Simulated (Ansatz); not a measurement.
CH3FSiTe (`FC1[SiH2][Te]1`). Total charge 0; spin multiplicity 1. Te: def2 effective core potential.

```
atom    x (Å)    y (Å)    z (Å)
  F1  -1.4177   1.2364  -0.5929
  C2  -0.7811   0.0422  -0.4674
 Si3   0.7050  -0.0985   0.6424
 Te4   1.0137  -0.2253  -1.7686
  H5  -1.4728  -0.7802  -0.6276
  H6   1.0938   1.1433   1.3447
  H7   0.8591  -1.3178   1.4695
```

Question: What are the harmonic wavenumbers in cm⁻¹ at PBE0-D4/def2-TZVP (Ansatz, finite differences of forces, unscaled)? (Best estimate.)

Answer: Ansatz gave: 216, 277, 366, 471, 513, 555, 653, 748, 900, 930, 1121, 1312, 2239, 2267, 3166.

Question: Is this a minimum?

Answer: Yes, all 15 modes are real.

Question: Give the ideal-gas thermochemistry at 298.15 K and 1 bar (rigid rotor, harmonic oscillator; point group C1, symmetry number 1).

Answer: Zero-point energy 94.1 kJ/mol; H(298) − E = 110.2 kJ/mol; entropy 320.2 J/(mol·K), of which translation 174.3, rotation 114.6, vibration 31.4; G(298) − E = 14.7 kJ/mol.
